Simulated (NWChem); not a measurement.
System: CBrCl$_{2}$F; SMILES FC(Cl)(Cl)Br

Results from NWChem. Medium grid unless said otherwise, to which SCAN and Minnesota functionals are sensitive. All runs use the structure optimised with PBE0/def2-SVP. Hybrids' shares of exact exchange are those that their runs print; pure functionals count as 0. The functionals differ in more than this share.

```
row              share of exact exchange  orbital gap (eV)
---------------  -----------------------  ----------------
PBE/def2-SVP                        0.00              4.80
M06-L/def2-SVP                      0.00              5.30
B3LYP/def2-SVP                      0.20              6.67
PBE0/def2-SVP                       0.25              7.19
M05-2X/def2-SVP                     0.56          withheld
```

Problem. Fit a straight line of the last column on the one before it, predict the withheld value, and compare with the run.

Solution. 
1. Means of the 4 shown rows: x = 0.113, y = 5.990. Slope Σ(x − x̄)(y − ȳ)/Σ(x − x̄)² = 0.4360/0.05188 = 8.405; intercept 5.044.
2. The shown rows scatter about the line by 0.180 (root mean square); the largest residual is +0.26, at M06-L/def2-SVP.
3. At x = 0.56 (M05-2X/def2-SVP; beyond the shown range) the line gives 9.75.
4. The run gives 9.63, -0.12 from the line, 0.7 times the scatter.
